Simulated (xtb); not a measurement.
SSi, triplet, geometry from GFN2-xTB (the spin is typed, not shown lowest); xtb with GFN0-xTB with ALPB(benzene).

xtb was given this input:
```
$ xtb mol.xyz --gfn 0 --uhf 2 --alpb benzene --json

# file mol.xyz
2

Si    -0.00000000    -0.00000000    -1.11967259
S      0.00000000     0.00000000     0.97971351
```

Predict the main parts of the log of this xtb run.


```
   ID    Z sym.   atoms
    1   14 Si     1
    2   16 S      2

           -------------------------------------------------
          |                Calculation Setup                |
           -------------------------------------------------

           -------------------------------------------------
          |                 G F N 0 - x T B                 |
           -------------------------------------------------

      * Solvation model:               ALPB
        Solvent                        benzene
        Parameter file                 internal GFN-FF/ALPB
        Dielectric constant                7.0000E+00
        Reference state                gsolv [1 M gas/solution]
        Free energy shift                  3.7693E-03 Eh       2.3652E+00 kcal/mol
        Temperature                        2.9815E+02 K
        Density                            8.6700E-01 kg/L
        Solvent mass                       7.8110E+01 g/mol
        Interaction kernel             P16
        Born radius scaling (c1)           1.8034E+00
        Born radii integrator          GBOBC
        Born offset                        0.0000E+00 a0       0.0000E+00 AA
        H-bond correction              false
        Ion screening                  false
        Surface tension                    1.0000E-05 Eh       1.5569E+01 dyn/cm
        Grid points                               230 per atom

          ...................................................
          :                      SETUP                      :
          :.................................................:
          :  # basis functions                  20          :
          :  # atomic orbitals                  18          :
          :  # shells                            6          :
          :  # electrons                        10          :
          :  electronic temp.          300.0000000     K    :
          :  accuracy                    1.0000000          :
          :  -> integral cutoff          0.2500000E+02      :
          :  -> integral neglect         0.1000000E-07      :
          ...................................................

         :::::::::::::::::::::::::::::::::::::::::::::::::::::
         ::                     SUMMARY                     ::
         :::::::::::::::::::::::::::::::::::::::::::::::::::::
         :: total energy              -4.964762493238 Eh    ::
         :: total w/o Gsasa/hb        -4.964485537725 Eh    ::
         :: gradient norm              0.021029796017 Eh/a0 ::
         :: HOMO-LUMO gap              0.000000000000 eV    ::
         ::.................................................::
         :: H0 energy                 -4.933297480493 Eh    ::
         :: repulsion energy           0.014247911922 Eh    ::
         :: electrostat energy        -0.045410612667 Eh    ::
         :: -> Gsolv                   0.000000000000 Eh    ::
         ::    -> Gsasa               -0.004046212500 Eh    ::
         ::    -> Gshift               0.003769256986 Eh    ::
         :: dispersion energy         -0.000302312000 Eh    ::
         :: short-range corr.          0.000000000000 Eh    ::
         :: add. restraining           0.000000000000 Eh    ::
         :: total charge               0.000000000000 e     ::
         :::::::::::::::::::::::::::::::::::::::::::::::::::::

           -------------------------------------------------
          |                Property Printout                |
           -------------------------------------------------

    * Orbital Energies and Occupations

         #    Occupation            Energy/Eh            Energy/eV
      -------------------------------------------------------------
         1        2.0000           -0.7464554             -20.3121
         2        2.0000           -0.5192768             -14.1302
         3        2.0000           -0.4257114             -11.5842
         4        2.0000           -0.4257114             -11.5842
         5        1.0000           -0.3916388             -10.6570
         6        0.5000           -0.3060317              -8.3275 (HOMO)
         7        0.5000           -0.3060317              -8.3275 (LUMO)
         8                         -0.2231300              -6.0717
         9                         -0.1101552              -2.9975
        10                         -0.1101552              -2.9975
        11                         -0.0589510              -1.6041
        12                         -0.0589510              -1.6041
        13                         -0.0124618              -0.3391
        14                         -0.0124618              -0.3391
        15                         -0.0031976              -0.0870
        16                          0.0920407               2.5046
        17                          0.0920407               2.5046
        18                          0.5954442              16.2029
      -------------------------------------------------------------
                  HL-Gap            0.0000000 Eh            0.0000 eV
             Fermi-level            0.0000000 Eh            0.0000 eV

     #   Z          covCN         q      C6AA      α(0)
     1  14 Si       0.879     0.389   246.059    33.533
     2  16 S        0.879    -0.389   155.877    21.121

 Mol. C6AA /au·bohr⁶  :        784.297281
 Mol. C8AA /au·bohr⁸  :      47870.673379
 Mol. α(0) /au        :         54.654402

Wiberg/Mayer (AO) data.
largest (>0.10) Wiberg bond orders for each atom

 ---------------------------------------------------------------------------
     #   Z sym  total        # sym  WBO       # sym  WBO       # sym  WBO
 ---------------------------------------------------------------------------
     1  14 Si   1.595 --     2 S    1.595
     2  16 S    1.595 --     1 Si   1.595
 ---------------------------------------------------------------------------

Topologies differ in total number of bonds
Writing topology from bond orders to xtbtopo.mol

 dipole moment from electron density (au)
     X       Y       Z
   0.0000   0.0000  -3.1139  total (Debye):    7.915

           -------------------------------------------------
          | TOTAL ENERGY               -4.964762493238 Eh   |
          | GRADIENT NORM               0.021029796017 Eh/α |
          | HOMO-LUMO GAP               0.000000000000 eV   |
           -------------------------------------------------

normal termination of xtb
```
